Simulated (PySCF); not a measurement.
# Oscillator strengths, rates and cross-sections

Species: (CH3CH2)3CF, C₇H₁₅F.
Numbering: `[CH3:1][CH2:2][C:3]([F:4])([CH2:5][CH3:6])[CH2:7][CH3:8]` (hydrogens: H9, H10, H11 on C1; H12, H13 on C2; H14, H15 on C5; H16, H17, H18 on C6; H19, H20 on C7; H21, H22, H23 on C8)

Computed with TDDFT PBE0/def2-SVPD, vertical, gas phase, core orbitals frozen in the response (PySCF). Geometry: PBE0-D3(BJ)/def2-SVP, one conformer, isolated molecule. Torsions of this conformer, `[CH3:1][CH2:2][C:3]([F:4])([CH2:5][CH3:6])[CH2:7][CH3:8]`: C1–C2–C3–F4 -60°, C2–C3–C5–C6 176°, C2–C3–C7–C8 64°.

Computed singlets with f of 0.002 or more:

| state | ν̃ (cm⁻¹) | f |
| --- | --- | --- |
| S2 | 66660 | 0.0037 |
| S4 | 71500 | 0.026 |
| S5 | 72120 | 0.0044 |
| S6 | 72340 | 0.0040 |
| S8 | 72890 | 0.022 |
| S10 | 74360 | 0.0021 |

**Question.** Give A, τ, |μ| and ∫σ dE for each state.

**Answer.** A / s⁻¹ = 0.6670 f (ν̃ / cm⁻¹)² and τ = 1/A in vacuum; |μ| follows from f = (2/3) ΔE |μ|² (atomic units, 1 au = 2.5417 D); ∫σ dE = 109.76 f Mb·eV.

```csv
state,A (s⁻¹),τ,|μ| (D),∫σ dE (Mb·eV)
S2,1.1×10⁷,91 ns,0.34,0.41
S4,8.7×10⁷,11 ns,0.87,2.8
S5,1.5×10⁷,66 ns,0.36,0.48
S6,1.4×10⁷,71 ns,0.34,0.44
S8,7.9×10⁷,13 ns,0.81,2.5
S10,7.9×10⁶,130 ns,0.25,0.23
```

Leading configurations: S2 H-1→L (98%); S4 H→L+2 (94%); S5 H-1→L+2 (75%); S6 H-1→L+1 (84%); S8 H→L+3 (85%); S10 H-3→L (74%) (H = HOMO, L = LUMO).

Only emission to the ground state at the vertical energy is counted.

**Question.** Suppose S2 emitted 0.3 eV lower with the same transition dipole. How would A change?

**Answer.** At fixed |μ|, A goes as the cube of the energy: (7.96/8.26)³ = 0.90, which makes τ about 100 ns.

**Question.** Which computed singlets stay under f = 0.002?

**Answer.** S1 (8.18 eV, f 0.0020), S3 (8.85 eV, f 0.0006), S7 (8.98 eV, f 0.0005) and S9 (9.11 eV, f 0.0000).

**Question.** What is the integrated cross-section of all computed states together?

**Answer.** Σf = 0.065 over S1 to S10, so 109.76 × Σf ≈ 7.16 Mb·eV.

The vertical ionisation energy (ΔSCF) is 10.44 eV, 1.22 eV above S10.
